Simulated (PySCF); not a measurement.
# Static response to an electric field

C₅H₆N₂S.
Geometry (GFN2-xTB, Å), atoms numbered from 1 in this order:
```
atom  x, y, z in Å
C1    -2.3788    0.1742   -0.1477
C2    -1.2993   -0.5724   -0.2769
C3    -0.2038   -0.6624    0.7464
C4     1.0805   -0.1954    0.1465
C5     1.4339    1.1479   -0.1280
N6     2.6114    1.2669   -0.6910
S7     3.2560   -0.2122   -0.8780
N8     2.0196   -1.0375   -0.2301
H9    -2.5531    0.7755    0.7299
H10   -3.1408    0.2097   -0.9074
H11   -1.1408   -1.1676   -1.1663
H12   -0.0787   -1.7008    1.0607
H13   -0.4494   -0.0466    1.6139
H14    0.8426    2.0203    0.0809
```

Level: wB97X-D/def2-SVPD (PySCF), static field, nuclei fixed, core orbitals frozen in the response. The polarisability tensor in these axes (au):

```
x   117.23  -8.11 -13.18
y    -8.11  79.56   0.89
z   -13.18   0.89  67.35
```

Question: Give the principal values, the mean and the anisotropy Δα = √{½[(α1 − α2)² + (α2 − α3)² + (α1 − α3)²]}.

Answer: Principal values 64.00, 78.10 and 122.04 au; mean 88.05 au = 13.05 Å³ = 14.52 × 10⁻⁴⁰ C²·m²/J; Δα = 52.44 au (60 % of the mean).

Question: What is the dipole moment, and where does it point?

Answer: (-1.79, 0.21, 0.78) D, 1.97 D in size, pointing from the negative to the positive side. Measured along this direction, the outermost atoms are S7 at the negative end and H9 at the positive end.

Question: Refractivity n − 1 of an ideal gas of it at 273.15 K and 1 atm, from the electronic α?

Answer: N = p/kT = 2.6868 × 10¹⁹ cm⁻³, so n − 1 = 2π × N × 13.05 × 10⁻²⁴ cm³ = 2203 × 10⁻⁶ at long wavelengths.

Question: Directions of the eigenvectors, and the extent of the frame along each?

Answer: Largest value along (0.95, -0.19, -0.23), where the nuclei span 6.18 Å; middle along (0.16, 0.98, -0.12), 3.91 Å; least along (0.25, 0.08, 0.97), 3.09 Å. The response follows the extents in order.

Question: Rayleigh depolarisation ratio (linearly polarised light, static tensor)?

Answer: ρ = 3Δα²/(45ᾱ² + 4Δα²) = 8248.7/(348842 + 10998.3) = 0.0229.

Geometry: GFN2-xTB, one conformer, isolated molecule.
